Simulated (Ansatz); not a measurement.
The cluster VSe2 was relaxed with PBE-D4 (def2-TZVP) in Ansatz in these states: charge +1 singlet, neutral doublet, neutral quartet. The geometries follow in no particular order.

A:

```xyz
3

V     0.1995   -0.3493    0.7186
Se   -1.5565    0.8990    0.3972
Se    1.3570   -0.5497   -1.1159
```

B:

```tsv
atom	x (Å)	y (Å)	z (Å)
V1	0.174	0.713	0.420
Se2	1.095	0.058	-1.403
Se3	-1.269	-0.771	0.983
```

C:

Cartesian coordinates in Å:
```
V 0.6018 0.8188 0.1322
Se -0.2663 -0.6925 1.5296
Se -0.3355 -0.1263 -1.6618
```

Judge from the bond lengths which geometry belongs to which state (an estimate).

A is the neutral doublet (V1–Se3 2.178 Å, V1–Se2 2.178 Å); B is the charge +1 singlet (V1–Se3 2.145 Å, V1–Se2 2.145 Å); C is the neutral quartet (V1–Se3 2.234 Å, V1–Se2 2.234 Å).

At PBE-D4/def2-TZVP the charge 0 doublet is spin-contaminated (final ⟨S²⟩ up to 0.86, 0.75 for a pure state). This restricted singlet of an open-shell metal (gap down to 0.43 eV) wasn't tested against broken symmetry. At PBE0-D4/def2-TZVP a doublet lies 0.56 eV below the neutral quartet. These are the stationary points nearest to one start from a short search; other shapes may lie lower in each state.
